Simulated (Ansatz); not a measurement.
The same ligand exchange along the group F, Cl, Br, I.

Program: Ansatz. Geometries: PBE0-D4/def2-TZVP. ΔE: electronic, gas phase. CBS: MP2 limit from def2 TZ/QZ plus the TZ coupled-cluster correction, frozen cores. This one scheme is used for every species. Functionals use def2-TZVPP. def2 core potentials past Kr. For Br, I, Se, Ti outer-core shells are correlated without core-valence functions, which leaves a few kJ/mol of doubt a bond. Scalar relativity is left out up to krypton. Each species was taken in one conformer, which may not be the lowest.

| reaction | ωB97X-V (kJ/mol) | ωB97M-V (kJ/mol) | CCSD(T)/def2-SVP (kJ/mol) | B97M-V (kJ/mol) |
| --- | --- | --- | --- | --- |
| `[OH][Ti]([OH])([OH])[F]` + H₂Se → `[OH][Ti]([OH])([OH])[SeH]` + H–F | 81 | 74 | 85 | 79 |
| `[OH][Ti]([OH])([OH])[Cl]` + H₂Se → `[OH][Ti]([OH])([OH])[SeH]` + HCl | 58 | 56 | 57 | 62 |
| `[OH][Ti]([OH])([OH])[Br]` + H₂Se → `[OH][Ti]([OH])([OH])[SeH]` + HBr | 59 | 57 | 59 | 60 |
| `[OH][Ti]([OH])([OH])[I]` + H₂Se → `[OH][Ti]([OH])([OH])[SeH]` + HI | 48 | 47 | 55 | 46 |

Problem. Give the CCSD(T)/CBS values in the same order. (Estimate.)

Solution. The calculation gave: 56, 49, 54, 47 kJ/mol.

Largest T1 diagnostic: 0.024, for `[OH][Ti]([OH])([OH])[Cl]`.
